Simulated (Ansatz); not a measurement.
Geometry optimisation, RKS LDA/def2-SVP (Ansatz).

Input:

```yaml
crystal:
  periodic: [false, false, false]
  atoms:
    - { symbol: Ga, position_ang: [-0.140012, -1.208161, 1.036166] }
    - { symbol: F, position_ang: [-0.849507, -1.886892, -1.880437] }
    - { symbol: "N", position_ang: [-0.30177, 0.281316, 0.213593] }
    - { symbol: C, position_ang: [0.51804, 1.439974, 0.143204] }
    - { symbol: H, position_ang: [-0.730287, -0.999462, -1.65162] }
    - { symbol: Cl, position_ang: [-0.698996, -3.052524, 1.85401] }
    - { symbol: H, position_ang: [-0.026791, 2.203471, -0.465319] }
    - { symbol: H, position_ang: [0.73119, 1.930228, 1.122506] }
    - { symbol: H, position_ang: [1.498033, 1.292051, -0.372103] }
basis:
  gaussian: { orbitals: def2-SVP }
hamiltonian:
  xc: lda
relax:
  f_tol: 0.03
  max_steps: 50
```

Launched with:

```bash
$ ansatz run input.yaml --threads 2 --pin off --max-ram 3072MiB --backend cpu --events-out ev --progress --plain --runs-dir out
```

Task: Where does it end, and by what steps?

Result: It converged. After 19 steps the energy has fallen by 3.290 eV; H5 moved furthest, 1.40 Å. Parted: F2–H5. Joined: Ga1–F2, N3–H5.

| step | energy less start (eV) | largest force component (eV/Å) | accepted |
| --- | --- | --- | --- |
| 0 | 0.0000 | 1.438 | yes |
| 1 | -0.2610 | 1.134 | yes |
| 2 | -0.5460 | 1.498 | yes |
| 3 | -0.7289 | 1.275 | yes |
| 4 | -0.8368 | 0.981 | yes |
| 5 | -1.1764 | 1.794 | yes |
| 6 | -1.8110 | 2.194 | yes |
| 7 | -2.3212 | 2.947 | yes |
| 8 | -2.7885 | 0.878 | yes |
| 9 | -2.9220 | 1.528 | yes |
| 10 | -3.0459 | 0.642 | yes |
| 11 | -3.1263 | 0.657 | yes |
| 12 | -3.1970 | 0.564 | yes |
| 13 | -3.2470 | 0.314 | yes |
| 14 | -3.2691 | 0.283 | yes |
| 15 | -3.2751 | 0.257 | yes |
| 16 | -3.2827 | 0.215 | yes |
| 17 | -3.2896 | 0.034 | yes |
| 18 | -3.2899 | 0.042 | yes |
| 19 | -3.2903 | 0.006 | yes |

```xyz
9
Properties=species:S:1:pos:R:3
Ga -0.560 -1.465 0.006
F -1.217 -2.697 -1.022
N -0.074 0.115 -0.650
C 0.477 1.184 0.132
H -0.183 0.294 -1.652
Cl -0.348 -1.881 2.067
H -0.145 2.110 0.103
H 0.540 0.874 1.198
H 1.510 1.466 -0.182
```

Whether the end is a true minimum wasn't checked by a vibrational analysis.

Time of the run: 31 s on 2 threads of Arm Neoverse V2, on a shared host, peak memory 0.17 GiB.
